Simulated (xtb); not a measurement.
C₆H₈, SMILES C#C[C@H](C)C=C. All values are semi-empirical tight-binding results from xtb (GFN2-xTB unless named), good for trends rather than for accurate numbers. Geometry: GFN2-xTB. The structure was generated by enumeration; whether it is a known compound was not checked. One conformer was computed; it need not be the lowest.

Optimised geometry:

```xyz
14

C     -1.6018     1.8796     0.1645
C     -0.9186     0.9402    -0.1229
C     -0.0882    -0.2143    -0.4283
C     -0.9336    -1.4942    -0.3813
C      1.0353    -0.2866     0.5693
C      2.3139    -0.2255     0.2524
H     -2.2015     2.7095     0.3924
H      0.3249    -0.0888    -1.4364
H     -1.3581    -1.6300     0.6113
H     -0.3146    -2.3570    -0.6183
H     -1.7480    -1.4358    -1.1001
H      0.7236    -0.3952     1.5999
H      2.6428    -0.1131    -0.7684
H      3.0897    -0.2855     0.9969
```

```
Item                                              Value
----------------------------------------  -------------
orbital gap                                     5.24 eV
dipole moment                                    0.54 D
zero-point energy                         72.3 kcal/mol
G − E(el) at 298.15 K (modified RRHO)     52.8 kcal/mol
static polarisability (D4 model)             69.0 bohr³
solvation energy, GFN2-xTB/ALPB(water)    -1.1 kcal/mol
solvation energy, GFN2-xTB/ALPB(benzene)  -5.4 kcal/mol
```

### Question
Give the IR lines (harmonic; lines under 4 % of the strongest left out, lines within 3 cm⁻¹ merged). (An estimate is asked for; the answer gives what the named calculation found.)

### Answer
ν (cm⁻¹): 512 (w), 641 (w), 659 (m), 679 (m), 897 (m), 942 (w), 983 (w), 1021 (m), 1497 (w), 1716 (w), 2289 (m), 2914 (s), 3033 (vs), 3039 (m), 3061 (s), 3094 (m), 3121 (vs) (against the strongest line: vs over 80 %, s over 45 %, m over 15 %, w over 4 %, vw less)

Computed atomic charges and the Wiberg bond orders between heavy atoms:
charges (e) C1 -0.11, C2 -0.02, C3 0.01, C4 -0.10, C5 -0.02, C6 -0.09, H7 0.07, H8 0.05, H9 0.04, H10 0.04, H11 0.04, H12 0.03, H13 0.04, H14 0.03. Bond orders C1–C2 2.90, C2–C3 1.03, C3–C4 0.98, C3–C5 0.99, C5–C6 1.98.
